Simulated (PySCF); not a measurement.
**Property card for `CCCc1ncncn1`**

Species: C6H9N3.
Z-matrix (Å and degrees, PBE0-D3(BJ)/def2-SVP geometry), rows numbered from 1:
```
C 
C   1  1.5190
C   2  1.5313  1  112.67
C   3  1.4931  2  111.11  1   179.94
N   4  1.3372  3  118.08  2   -88.83
C   5  1.3268  4  115.29  3   177.93
N   6  1.3295  5  125.77  4    -0.06
C   7  1.3296  6  114.04  5    -0.27
N   8  1.3267  7  125.76  6     0.24
H   1  1.1003  2  111.31  3  -179.98
H   1  1.1016  2  111.28  3   -59.92
H   1  1.1016  2  111.30  3    59.93
H   2  1.1030  1  110.16  3  -121.48
H   2  1.1030  1  110.16  3   121.48
H   3  1.1002  2  109.74  1   -59.98
H   3  1.1002  2  109.73  1    59.90
H   6  1.0973  5  117.11  4   179.82
H   8  1.0974  7  117.14  6  -179.88
```

Structural features include: pyridine-type ring nitrogen.

PBE0-D3(BJ)/def2-SVP geometry optimisation, gas phase (PySCF):

```yaml
Point_group: Cs
Rotational_constants_A_B_C: 4.795, 0.911, 0.823 GHz
```

From CAM-B3LYP/def2-SVPD ground state and vertical TDDFT (core frozen in the response) (PySCF):

```yaml
Dipole_moment: 0.94 D
HOMO_energy: -9.32 eV
LUMO_energy: -0.36 eV
HOMO–LUMO_gap: 8.96 eV
Lowest_singlet_excitation: 4.79 eV (259 nm, f = 0.005)
Strongest_line_among_the_6_lowest_singlet_transitions: S6 at 6.98 eV (178 nm, f = 0.105)
Static_isotropic_polarisability: 88.5 au
Electronic_spatial_extent_⟨r²⟩_about_the_centre_of_nuclear_charge: 1431 bohr²
```

Monoisotopic mass from the formula: 123.0796 u.

The largest Löwdin shares of the LUMO are 0.22 on C8, 0.22 on C6, 0.18 on N5 and 0.18 on N9. S1 lies 4.17 eV below the HOMO–LUMO gap; its leading configuration is HOMO→LUMO, weight 0.96. The rotational constants make it an asymmetric top with κ = (2B − A − C)/(A − C) = -0.96, nearer the prolate limit (−1). The 6 singlets span 4.79 to 6.98 eV, and their oscillator strengths add up to 0.12. The largest Löwdin shares of the HOMO are 0.36 on N9, 0.35 on N5 and 0.06 on C4. The polarisability is 13.11 Å³ as a volume (1 au = 0.148185 Å³), or 1.34 au for each of the 66 electrons. No computed singlet falls in the visible range (750 to 380 nm, 1.65 to 3.26 eV); S1 lies 1.53 eV above its blue end. A dipole of 0.94 D is allowed in Cs, and pure rotational transitions are dipole-allowed.

One conformer stands for the species.
